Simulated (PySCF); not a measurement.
C2H6FNOSi, SMILES N[SiH2]O/C=C/F. Heavy atoms are numbered as in [NH2:1][SiH2:2][O:3]/[CH:4]=[CH:5]/[F:6]. Hydrogens are named by the atom that carries them.

Geometry: PBE0-D3(BJ)/def2-SVP. The structure was generated by enumeration; whether it is a known compound was not checked. Other conformers were not sampled.

These are PySCF with PBE0/def2-TZVP values and carry that method's errors.

Atomic charges (e), one atom of each kind:

| atom | Mulliken | meta-Löwdin |
|---|---|---|
| N1 (NH2) | -0.64 | -0.74 |
| Si2 (SiH2) | 0.45 | 0.95 |
| O3 | -0.32 | -0.57 |
| C4 (CH) | 0.00 | 0.03 |
| C5 (CH) | 0.05 | 0.10 |
| F6 | -0.19 | -0.27 |
| H on N1 | 0.25 | 0.25 |
| H on Si2 | -0.03 | -0.11 |
| H on C4 | 0.10 | 0.11 |
| H on C5 | 0.11 | 0.13 |

Computed Mayer and Wiberg (Löwdin basis) orders of the bonds:
```json
[
 {"bond": "N1–Si2", "Mayer": "1.20", "Wiberg": "1.59"},
 {"bond": "Si2–O3", "Mayer": "1.07", "Wiberg": "1.43"},
 {"bond": "O3–C4", "Mayer": "1.04", "Wiberg": "1.63"},
 {"bond": "C4–C5", "Mayer": "1.85", "Wiberg": "2.09"},
 {"bond": "C5–F6", "Mayer": "1.03", "Wiberg": "1.75"}
]
```
